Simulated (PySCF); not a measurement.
C₂H₂F, SMILES C=[C]F (connectivity only; charge and spin as stated), charge +1, multiplicity 1. Coordinates come from a PBE0-D3(BJ)/def2-TZVP optimisation. The spin state was assumed, not searched. The isomer is the one that the SMILES or the coordinates give; other isomers of the formula were not compared.

The numbers are results of PBE0-D3(BJ)/def2-TZVP (PySCF 2.14.0), not measurements.

Harmonic wavenumbers (cm⁻¹): 331, 407, 786, 839, 1097, 1279, 2156, 3061, 3138. Rotational constants (GHz): 277.6, 9.573, 9.254; symmetry number 2.

Task: Work out the zero-point energy and the ideal-gas rigid-rotor harmonic-oscillator thermochemistry at 298.15 K and 1 atm.

Result: ZPE = ½ Σ hcν = ½ × 13095 cm⁻¹ = 18.72 kcal/mol. H − E(el) = 21.64 kcal/mol. Entropy in cal/(mol K): translation 37.34, rotation 18.73, vibration 2.69, total 58.76. G − E(el) = 4.12 kcal/mol. Cp = 12.73 cal/(mol K).
